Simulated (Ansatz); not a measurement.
Species: C₆H₁₁N₂, charge 0, multiplicity 2. It need not be the lowest isomer of its formula. 
Geometry from a B3LYP-D3(BJ)/def2-TZVP (Ansatz, a quantum-chemistry and plane-wave program) optimisation:
```
N
C 1 1.4653
H 2 1.0915 1 108.97
H 2 1.0916 3 107.77 1 -117.27
C 1 1.4709 2 108.29 3 -173.34
H 5 1.0913 1 107.99 2 -175.69
H 5 1.0915 6 107.74 1 116.65
C 1 1.4809 2 107.84 3 68.03
H 8 1.0942 1 109.58 2 -170.40
H 8 1.0952 9 106.93 1 -116.11
C 8 1.5103 9 110.66 10 -125.26
H 11 1.0858 8 119.92 9 3.11
N 11 1.4181 12 114.42 8 139.05
C 13 1.4702 11 110.48 12 170.82
H 14 1.0894 13 107.74 11 -59.74
H 14 1.0915 15 107.87 13 116.79
C 13 1.4799 11 107.36 12 -71.17
H 17 1.0909 13 109.02 11 67.58
H 17 1.0928 18 108.03 13 -117.83
```
Charge 0, spin multiplicity 2.

Total electronic energies in hartree. Correlated levels leave the core frozen unless marked. UHF or UKS for open shells. Spin-orbit coupling is left out. No relativistic terms. CBS marks a two-point X^-3 extrapolation of the correlation energy; Hartree-Fock from the larger set. [CCSD(T)-MP2]/basis is that difference in the basis named.

```csv
level,program,energy (Eh)
RI-HF/cc-pVQZ,Ansatz,-342.55622
PBE-D4/def2-TZVPD,Ansatz + dftd4,-344.36229
revPBE-D4/def2-TZVPD,Ansatz + dftd4,-344.75016
PBE0-D3(BJ)/def2-TZVPD,Ansatz + dftd3,-344.40186
BHLYP/def2-TZVPD,Ansatz,___
HSE06-D3(BJ)/def2-TZVPD,Ansatz + dftd3,___
PBE-QIDH/def2-TZVPD,Ansatz,___
MP2/cc-pVDZ,Ansatz,-343.58811
"RI-MP2/CBS(cc-pVTZ,cc-pVQZ)+[CCSD(T)-MP2]/cc-pVTZ",Ansatz,-344.2346
```

### Question
Fill in the missing entries.

### Answer

- BHLYP/def2-TZVPD, energy (Eh): -344.57309
- HSE06-D3(BJ)/def2-TZVPD, energy (Eh): -344.37758
- PBE-QIDH/def2-TZVPD, energy (Eh): -344.32848
